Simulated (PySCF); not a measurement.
Simulation results for CH$_{5}$BGeN, CH$_{5}$B$_{2}$Ge, B$_{2}$GeH$_{6}$N, BGeH$_{4}$O and others

Calculation on a computer-drawn molecule: the log of a Hartree-Fock and frozen-core CCSD(T) single point meant for a local Hartree-Fock minimum, with one planted fault or none, to be diagnosed. Offsets are logged minus clean, where the clean run is the same molecule without the fault. The reference is restricted for singlets and unrestricted otherwise, and also for a bond in bohr or an excited solution. Adding or removing an electron swaps singlet and doublet. The excited solution moves the top pair (singlet) or top alpha electron (doublet) to the lowest empty orbital. Highest occupied and lowest empty are orbital energies over both spins, largest force is the largest gradient component, triples share is (T) over the correlation energy, the T1 limit is 0.02 restricted and 0.045 unrestricted, electrons count all cores, a negative frequency is imaginary (commonest isotopes), and the dipole is about the centre of nuclear charge; on germanium a core potential holds 10 electrons, which the energies leave out, and 3d is frozen in MP2 and coupled-cluster steps. Program: PySCF 2.14.0.

Common to all runs: meant charge 0; meant multiplicity 2; meant basis and core potential on germanium cc-pVDZ-PP ECP10MDF; logged SCF converged yes; logged CC converged yes; logged SCF stable within its kind yes; possible faults no fault, one electron removed, one electron added, multiplicity raised by two, geometry at a saddle point, SCF held on an excited solution, minimal basis STO-3G, one bond length entered in bohr, all coordinates scaled.

```json
{"entry": 1, "formula": "CH5BGeN", "logged_structure": {"atoms_angstrom": [["B", 1.0688, 0.4862, -0.3634], ["C", -0.0786, 0.3164, -0.8788], ["Ge", -1.1198, -0.7409, 0.1151], ["N", -0.2693, -0.9227, 1.5886], ["H", 2.0378, 0.6072, 0.1002], ["H", -0.4344, 0.7005, -1.7246], ["H", -1.2694, -2.0532, -0.4168], ["H", -0.4619, -1.701, 2.0511], ["H", -0.3737, -0.214, 2.1753]]}, "given": {"meant_basis": "cc-pVDZ", "logged_electrons": 55, "logged_basis_functions": 90, "logged_spin_squared": 0.7601, "logged_highest_occupied [eV]": -7.309, "logged_lowest_empty [eV]": 2.1574, "logged_largest_force [hartree/bohr]": 0.084103, "logged_T1_diagnostic": 0.015993, "logged_D1_diagnostic": 0.056537, "logged_triples_share": 0.029995, "logged_dipole_magnitude [debye]": 1.1538, "logged_energy_HF [hartree]": -413.14876, "logged_energy_CCSD(T) [hartree]": -413.65436, "drawn_bonds_atom": [1, 2, 3, 1, 2, 3, 4, 4], "drawn_bonds_other_atom": [2, 3, 4, 5, 6, 7, 8, 9], "drawn_bonds_order": [1, 2, 1, 1, 1, 1, 1, 1]}, "results": {"planted_fault": "all coordinates scaled, by -8.0 %", "HF_energy_offset_from_clean_run [kcal/mol]": 43.48, "CCSD(T)_energy_offset_from_clean_run [kcal/mol]": 53.74}}
{"entry": 2, "formula": "CH5B2Ge", "logged_structure": {"atoms_angstrom": [["B", -1.3444, -0.0323, 0.2808], ["Ge", 0.6175, -0.4675, -0.239], ["C", 1.0022, -0.066, -2.1122], ["B", 1.4465, -1.09, -2.9162], ["H", -2.0928, 0.8394, -0.0544], ["H", 0.9384, -1.9484, 0.0113], ["H", 1.5255, 0.3664, 0.6848], ["H", 0.8295, 0.9519, -2.4428], ["H", 1.8243, -2.0056, -3.5509]]}, "given": {"meant_basis": "cc-pVDZ", "logged_electrons": 53, "logged_basis_functions": 90, "logged_spin_squared": 0.7572, "logged_highest_occupied [eV]": -8.4498, "logged_lowest_empty [eV]": 1.232, "logged_largest_force [hartree/bohr]": 2.0951e-05, "logged_lowest_frequency [cm^-1]": 79.909, "logged_T1_diagnostic": 0.015841, "logged_D1_diagnostic": 0.046738, "logged_triples_share": 0.033754, "logged_dipole_magnitude [debye]": 1.2502, "logged_energy_HF [hartree]": -383.37941, "logged_energy_CCSD(T) [hartree]": -383.80769, "drawn_bonds_atom": [1, 2, 3, 1, 2, 2, 3, 4], "drawn_bonds_other_atom": [2, 3, 4, 5, 6, 7, 8, 9], "drawn_bonds_order": [1, 1, 2, 1, 1, 1, 1, 1]}, "results": {"planted_fault": "no fault", "HF_energy_offset_from_clean_run [kcal/mol]": 0.0, "CCSD(T)_energy_offset_from_clean_run [kcal/mol]": 0.0}}
{"entry": 3, "formula": "B2GeH6N", "logged_structure": {"atoms_angstrom": [["B", 0.215, 2.3663, -1.5736], ["Ge", -1.1834, 0.9059, -1.1306], ["N", -0.8139, 0.1643, 0.5359], ["B", -1.729, -0.2546, 1.5055], ["H", 0.2467, 3.2665, -2.3582], ["H", -1.074, -0.1824, -2.2117], ["H", -2.6241, 1.4125, -1.0619], ["H", 0.1593, 0.0438, 0.7474], ["H", -2.9103, -0.1319, 1.3073], ["H", -1.3336, -0.7329, 2.5378]]}, "given": {"meant_basis": "cc-pVDZ", "logged_electrons": 54, "logged_basis_functions": 95, "logged_spin_squared": 0.0, "logged_highest_occupied [eV]": -15.705, "logged_lowest_empty [eV]": -6.768, "logged_largest_force [hartree/bohr]": 0.057303, "logged_T1_diagnostic": 0.017701, "logged_D1_diagnostic": 0.048561, "logged_triples_share": 0.027826, "logged_dipole_magnitude [debye]": 8.97, "logged_energy_HF [hartree]": -400.3507, "logged_energy_CCSD(T) [hartree]": -400.81889, "drawn_bonds_atom": [1, 2, 3, 1, 2, 2, 3, 4, 4], "drawn_bonds_other_atom": [2, 3, 4, 5, 6, 7, 8, 9, 10], "drawn_bonds_order": [1, 1, 1, 1, 1, 1, 1, 1, 1]}, "results": {"planted_fault": "one electron removed", "HF_energy_offset_from_clean_run [kcal/mol]": 184.5, "CCSD(T)_energy_offset_from_clean_run [kcal/mol]": 190.5}}
{"entry": 4, "formula": "BGeH4O", "logged_structure": {"atoms_angstrom": [["B", -0.3358, -2.0351, 0.9485], ["Ge", -1.9358, -0.9787, 0.1769], ["O", -1.7472, -0.4943, -1.5372], ["H", 0.7962, -2.2456, 0.6306], ["H", -3.2084, -1.8188, 0.167], ["H", -2.1324, 0.279, 1.0371], ["H", -0.9354, -0.053, -1.7402]]}, "given": {"meant_basis": "cc-pVDZ", "logged_electrons": 49, "logged_basis_functions": 71, "logged_spin_squared": 0.7577, "logged_highest_occupied [eV]": -9.2086, "logged_lowest_empty [eV]": 0.92595, "logged_largest_force [hartree/bohr]": 2.104e-05, "logged_lowest_frequency [cm^-1]": 173.61, "logged_T1_diagnostic": 0.01478, "logged_D1_diagnostic": 0.046768, "logged_triples_share": 0.022441, "logged_dipole_magnitude [debye]": 1.8374, "logged_energy_HF [hartree]": -395.18337, "logged_energy_CCSD(T) [hartree]": -395.57298, "drawn_bonds_atom": [1, 2, 1, 2, 2, 3], "drawn_bonds_other_atom": [2, 3, 4, 5, 6, 7], "drawn_bonds_order": [1, 1, 1, 1, 1, 1]}, "results": {"planted_fault": "no fault", "HF_energy_offset_from_clean_run [kcal/mol]": 0.0, "CCSD(T)_energy_offset_from_clean_run [kcal/mol]": 0.0}}
{"entry": 5, "formula": "B2GeH6N", "logged_structure": {"atoms_angstrom": [["B", -1.5424, 2.1663, -0.6751], ["Ge", -0.9342, 0.1774, -0.8139], ["B", 0.6305, -0.0227, -2.1731], ["N", -2.2768, -1.0242, -1.2642], ["H", -0.9593, 3.2081, -0.5811], ["H", -0.4963, -0.202, 0.6133], ["H", 1.7585, 0.2094, -1.8407], ["H", 0.4253, -0.3208, -3.3169], ["H", -2.5576, -0.956, -2.2284], ["H", -3.1096, -0.9271, -0.7071]]}, "given": {"meant_basis": "cc-pVDZ", "logged_electrons": 56, "logged_basis_functions": 95, "logged_spin_squared": 0.0, "logged_highest_occupied [eV]": -0.35229, "logged_lowest_empty [eV]": 6.0877, "logged_largest_force [hartree/bohr]": 0.023298, "logged_T1_diagnostic": 0.051737, "logged_D1_diagnostic": 0.23233, "logged_triples_share": 0.042589, "logged_dipole_magnitude [debye]": 3.9699, "logged_energy_HF [hartree]": -400.54554, "logged_energy_CCSD(T) [hartree]": -401.08164, "drawn_bonds_atom": [1, 2, 2, 1, 2, 3, 3, 4, 4], "drawn_bonds_other_atom": [2, 3, 4, 5, 6, 7, 8, 9, 10], "drawn_bonds_order": [1, 1, 1, 1, 1, 1, 1, 1, 1]}, "results": {"planted_fault": "one electron added", "HF_energy_offset_from_clean_run [kcal/mol]": 23.24, "CCSD(T)_energy_offset_from_clean_run [kcal/mol]": -14.36}, "notes": ["T1 above single-reference limit"]}
{"entry": 6, "formula": "B2GeH6N", "logged_structure": {"atoms_angstrom": [["B", -1.5424, 2.1663, -0.6751], ["Ge", -0.9342, 0.1774, -0.8139], ["B", 0.6305, -0.0227, -2.1731], ["N", -2.2768, -1.0242, -1.2642], ["H", -0.9593, 3.2081, -0.5811], ["H", -0.4963, -0.202, 0.6133], ["H", 1.7585, 0.2094, -1.8407], ["H", 0.4253, -0.3208, -3.3169], ["H", -2.5576, -0.956, -2.2284], ["H", -3.1096, -0.9271, -0.7071]]}, "given": {"meant_basis": "cc-pVDZ", "logged_electrons": 54, "logged_basis_functions": 95, "logged_spin_squared": 0.0, "logged_highest_occupied [eV]": -15.339, "logged_lowest_empty [eV]": -6.1644, "logged_largest_force [hartree/bohr]": 0.050677, "logged_T1_diagnostic": 0.019838, "logged_D1_diagnostic": 0.063835, "logged_triples_share": 0.028464, "logged_dipole_magnitude [debye]": 6.9852, "logged_energy_HF [hartree]": -400.31006, "logged_energy_CCSD(T) [hartree]": -400.77984, "drawn_bonds_atom": [1, 2, 2, 1, 2, 3, 3, 4, 4], "drawn_bonds_other_atom": [2, 3, 4, 5, 6, 7, 8, 9, 10], "drawn_bonds_order": [1, 1, 1, 1, 1, 1, 1, 1, 1]}, "results": {"planted_fault": "one electron removed", "HF_energy_offset_from_clean_run [kcal/mol]": 171.0, "CCSD(T)_energy_offset_from_clean_run [kcal/mol]": 175.0}}
{"entry": 7, "formula": "BClGeH4N", "logged_structure": {"atoms_angstrom": [["B", -0.0597, -1.1142, 1.8351], ["Ge", -1.5168, -0.6018, 0.4708], ["N", -2.3136, -2.0747, -0.2333], ["Cl", -0.3134, 0.4902, -1.031], ["H", 0.3987, -0.554, 2.7829], ["H", -3.6083, 1.2358, 1.2108], ["H", -3.0042, -1.8974, -0.9422], ["H", -1.6834, -2.784, -0.5657]]}, "given": {"meant_basis": "cc-pV(D+d)Z", "logged_electrons": 65, "logged_basis_functions": 94, "logged_spin_squared": 1.4459, "logged_highest_occupied [eV]": -9.2981, "logged_lowest_empty [eV]": 0.63992, "logged_largest_force [hartree/bohr]": 0.0073989, "logged_T1_diagnostic": 0.036688, "logged_D1_diagnostic": 0.16958, "logged_triples_share": 0.031333, "logged_dipole_magnitude [debye]": 2.2582, "logged_energy_HF [hartree]": -834.23255, "logged_energy_CCSD(T) [hartree]": -834.74373, "drawn_bonds_atom": [1, 2, 2, 1, 2, 3, 3], "drawn_bonds_other_atom": [2, 3, 4, 5, 6, 7, 8], "drawn_bonds_order": [1, 1, 1, 1, 1, 1, 1]}, "results": {"planted_fault": "one bond length entered in bohr, row 5 of the drawn bonds", "HF_energy_offset_from_clean_run [kcal/mol]": 58.56, "CCSD(T)_energy_offset_from_clean_run [kcal/mol]": 63.27}}
{"entry": 8, "formula": "BClGeH4N", "logged_structure": {"atoms_angstrom": [["B", -0.0597, -1.1142, 1.8351], ["Ge", -1.5168, -0.6018, 0.4708], ["N", -2.3136, -2.0747, -0.2333], ["Cl", -0.3134, 0.4902, -1.031], ["H", 0.3987, -0.554, 2.7829], ["H", -2.6236, 0.3706, 0.8624], ["H", -3.0042, -1.8974, -0.9422], ["H", -1.6834, -2.784, -0.5657]]}, "given": {"meant_basis": "cc-pV(D+d)Z", "logged_electrons": 65, "logged_basis_functions": 94, "logged_spin_squared": 0.7565, "logged_highest_occupied [eV]": -9.4878, "logged_lowest_empty [eV]": 0.75066, "logged_largest_force [hartree/bohr]": 2.7933e-05, "logged_lowest_frequency [cm^-1]": 130.41, "logged_T1_diagnostic": 0.012838, "logged_D1_diagnostic": 0.040765, "logged_triples_share": 0.025323, "logged_dipole_magnitude [debye]": 2.1542, "logged_energy_HF [hartree]": -834.32588, "logged_energy_CCSD(T) [hartree]": -834.84456, "drawn_bonds_atom": [1, 2, 2, 1, 2, 3, 3], "drawn_bonds_other_atom": [2, 3, 4, 5, 6, 7, 8], "drawn_bonds_order": [1, 1, 1, 1, 1, 1, 1]}, "results": {"planted_fault": "no fault", "HF_energy_offset_from_clean_run [kcal/mol]": 0.0, "CCSD(T)_energy_offset_from_clean_run [kcal/mol]": 0.0}}
```
